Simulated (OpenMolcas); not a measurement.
Be: effect of the basis set

```yaml
Program: OpenMolcas
Method: "SS-CASPT2, IPEA 0.25 Eh, imaginary shift 0.1 Eh (closed shells correlated: 1s)"
Active_space: 2 electrons in 8 orbitals (2s 2p 3s 3p)
State_averaging: 2S+1 = 3 even, 3 roots; 2S+1 = 1 even, 6 roots; 2S+1 = 3 odd, 3 roots; 2S+1 = 1 odd, 3 roots
Spin-orbit_coupling: RASSI with atomic mean-field integrals over the reference wave functions, term energies averaged over their components
```

A. ANO-R2 [4s3p1d], X2C, finite nucleus; CASPT2 step roughly 2.3 core-seconds
B. ANO-RCC-VTZP [4s3p2d1f], DKH2, point nucleus; CASPT2 step about 2.5 core-seconds
C. ANO-RCC-VQZP [5s4p3d2f1g], DKH2, point nucleus; CASPT2 step roughly 4 core-seconds
D. ANO-RCC [9s8p5d2f1g], DKH2, point nucleus; CASPT2 step roughly 5 core-seconds

Energies in cm-1 above 2s2 1S0, the measured ground level; measured values from NIST Handbook of Basic Atomic Spectroscopic Data.

```csv
Level,A,B,C,D,Measured
2s2 1S0,0.0,0.0,0.0,0.0,0.0
2s 2p 3P* 0,22700,22310,22220,22020,21978
2s 2p 3P* 1,22700,22310,22220,22030,21979
2s 2p 3P* 2,22700,22310,22230,22030,21981
2s 2p 1P* 1,47950,45390,45000,44250,42565
```

Deviations, from unrounded energies. A percentage is the sum of absolute deviations over the sum of measured energies, with the sign that they share, or ± where signs differ.

| Against measurement | Levels | A | B | C | D |
| --- | --- | --- | --- | --- | --- |
| mean absolute deviation (cm-1) | 4 | 1900 | 950 | 790 | 460 |
| other configurations (%) | 4 | +7.0 | +3.5 | +2.9 | +1.7 |

D lies closest to measurement on these levels and A furthest from it. The largest miss of D in the table is 2s 2p 1P* 1, by +1700 cm-1. The ranking rests on the paired levels alone, and a cruder setting can come out closer through cancelling errors.

Among A to D the level of the table that moves most is 2s 2p 1P* 1, by 3700 cm-1 (lowest in D, highest in A). Moves below CASPT2's spread within the term are not significant.

Over all roots computed the reference weight is 0.94 to 1.00 in D; the roots of lowest weight are the least certain, and an intruder state may touch them. Active for correlation alone: 3p 3s; no level in the range computed is led by a configuration that fills them, so any true level of that kind is missing. The ANO-R sets hold no well-fitted valence p shell for this element, so s → p excitations can come out far too high (holds for A). Computed and measured levels are paired by configuration, term and J; levels that our copy of the source lacks, or whose pairing is in doubt (as where it misses far off the trend of its configuration), stay unpaired and out of the deviations. Levels of configurations outside the active space are missing. Levels that lie high or do not pair safely by name in every column are left out.

* marks odd parity.
